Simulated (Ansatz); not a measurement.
Ansatz results at the PBE0-D4/def2-TZVP geometry: HOMO–LUMO gap (ωB97M-V/def2-TZVPP) 11.58 eV; size of the dipole moment (B3LYP/def2-TZVPP) 1.57 D; size of the dipole moment (ωB97M-V/def2-TZVPP) 1.61 D.

(1) Which molecule gave them?
A. `N[Si](F)([SiH3])S`
B. `OBSCO`
C. `FB1OC=CO1`
D. `[SiH3]C1BN[SiH2]1`

Results:

(1) D. The others give `FB1OC=CO1`: 11.63, 2.41, 2.41; `OBSCO`: 11.44, 0.70, 0.75; `N[Si](F)([SiH3])S`: 11.26, 2.63, 2.63.

B3LYP here is the variant with VWN-RPA as its local correlation; programs differ in this.
